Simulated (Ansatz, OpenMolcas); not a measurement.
**Worked example: the enthalpy of formation of CBr2ClF (SMILES FC(Cl)(Br)Br)**

The species is CBr2ClF (5 atoms), meant as a singlet with charge 0. As SMILES, `FC(Cl)(Br)Br`. The shape is that of a PBE0-D4/def2-TZVP optimisation.

Total energies at HF/3-21G (OpenMolcas 26.06); the atoms run unrestricted:

```tsv
species	state	energy (Eh)
CBr2ClF	singlet	-5713.889736
F	doublet	-98.845009
C	triplet	-37.481070
Cl	doublet	-457.276552
Br	doublet	-2560.035232
```

Harmonic wavenumbers at PBE0-D4/def2-TZVP, in cm⁻¹: 160, 196, 270, 314, 348, 475, 756, 814, 1117.

Measured heats of formation of the gaseous atoms at 298.15 K, in kJ/mol: F 79.4, C 716.9, Cl 121.3, Br 111.9. Spin-orbit lowering of the atoms at 298 K (mean of the ground term's levels less their thermal mean, from spectra), in kJ/mol: F 1.29, C 0.02, Cl 3.44, Br 14.69. Take 1 Eh = 2625.50 kJ/mol, 1 cm⁻¹ = 0.0119627 kJ/mol, RT = 2.479 kJ/mol.

Q: Work out the heat of formation of the gas at 298 K.

A: 
1. Electronic atomisation energy: (-98.845009) + (-37.481070) + (-457.276552) + 2 × (-2560.035232) − (-5713.889736) = 0.216641 Eh = 568.8 kJ/mol.
2. Zero-point energy: half the sum of the wavenumbers, 2225 cm⁻¹ = 26.6 kJ/mol.
3. Thermal vibrational enthalpy, Σ hcν̃/(exp(hcν̃/kT) − 1): 7.5 kJ/mol. Translation, rotation and pV of a non-linear molecule: 4 RT = 9.9 kJ/mol.
4. The 5 free atoms carry 5/2 RT each: 31.0 kJ/mol.
5. Spin-orbit coupling lowers the free atoms by 1.29 + 0.02 + 3.44 + 2 × 14.69 = 34.1 kJ/mol.
6. Atomisation enthalpy at 298 K: 568.8 − 34.1 − 26.6 − 7.5 − 9.9 + 31.0 = 521.7 kJ/mol.
7. Sum of the atoms' heats of formation: 1141.4 kJ/mol. Heat of formation: 1141.4 − 521.7 = +619.7 kJ/mol.

The tabulated value is -187.4 kJ/mol (Active Thermochemical Tables), so this level is off by +807.1 kJ/mol, or 60.7 % of the atomisation enthalpy. Hartree–Fock leaves out correlation, which is larger in the molecule than in the atoms, so it underbinds and puts the heat of formation too high. Relativity is left out. A basis without polarisation functions underbinds badly. Anharmonicity and any spin-orbit splitting of the molecule are left out.
